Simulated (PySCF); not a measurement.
Simulated C 1s region for `CB(C)C(C)C` (BMe2(iPr)), binding energy against the vacuum level.

Every computed line was given a Gaussian of 0.8 eV full width at half maximum and an area set by the number of equivalent atoms; the highest printed point is 100. Method: delta-SCF UKS SCAN, pcX-2 on the ionised atom, pcseg-1 elsewhere, spin-free X2C (PySCF 2.14.0).

(binding energy (eV), intensity): (288.6, 0), (288.7, 0), (288.8, 1), (288.9, 2), (289.0, 5), (289.1, 9), (289.2, 15), (289.3, 25), (289.4, 37), (289.5, 52), (289.6, 67), (289.7, 81), (289.8, 92), (289.9, 98), (290.0, 100), (290.1, 97), (290.2, 90), (290.3, 80), (290.4, 68), (290.5, 55), (290.6, 42), (290.7, 29), (290.8, 19), (290.9, 12), (291.0, 7), (291.1, 4), (291.2, 2), (291.3, 1), (291.4, 0), (291.5, 0)

How many maxima does the curve show, and how many computed lines lie under it?

The curve has 1 maximum (at 290.0 eV). Under it lie 3 lines from 3 inequivalent carbon sites. At this width some lines have no maximum of their own.

Decompose the envelope and assign each component. Bonds: B1–C2, B1–C6, B1–C10, C10–C11, C10–C12. Hydrogens: H3, H4, H5 on C2; H7, H8, H9 on C6; H13 on C10; H14, H15, H16 on C11; H17, H18, H19 on C12.

```csv
position (eV),relative area,line,atoms,environment
289.73,1,C 1s,C10,"carbon bonded to B, 2 C and H"
289.86,2,C 1s,C2/C6,carbon bonded to B and 3 H
290.31,2,C 1s,C11/C12,carbon bonded to C and 3 H
```

What are the centre and the root-mean-square width of the whole band?

The area-weighted mean of the lines is 290.02 eV. Their own spread about it is 0.24 eV (rms) and each Gaussian has σ = 0.8/2.355 = 0.34 eV; the variances add, which gives 0.42 eV.

Lowest listed C 1s: C10, bonded to 2 C, H and B. Highest, 0.58 eV above it: C11/C12, bonded to C and 3 H.

Shake-up satellites, vibrational structure and lifetime widths aren't simulated. Topologically equivalent atoms share the value of their first member; where this conformer doesn't relate them by symmetry, their own values could differ. Geometry: PBE0-D3(BJ)/def2-SVP, one conformer, isolated molecule.
